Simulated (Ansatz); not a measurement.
**Which isomer of GeH2O gives these data?**

These gas-phase data were calculated for one isomer of GeH2O at B3LYP/6-31G* (harmonic, unscaled wavenumbers; equilibrium rotational constants with average atomic masses):

| Quantity | Value |
| --- | --- |
| rotational constants | 151.5, 10.84, 10.11 GHz |
| all wavenumbers above 1500 cm⁻¹ | 3743, 1870 |

Candidates:

(1) `[OH][GeH]`, a singlet
(2) `[O]=[GeH2]`, a singlet

Q: Which candidate do the data belong to?

A: Candidate (1). The band at 3743 cm⁻¹ lies where the O–H stretch is expected; (2) has no mode between 3300 and 4000 cm⁻¹.

The same quantities for all candidates:

```
     rotational constants (GHz)  wavenumbers above 1500 cm⁻¹  E above the lowest, B3LYP/6-31G* (kcal/mol)
(1)         151.5, 10.84, 10.11                   3743, 1870                                          0.0
(2)         148.5, 13.23, 12.15                   2084, 2071                                         27.8
```

Each candidate is one conformer. Programs: Ansatz 0.2.0.
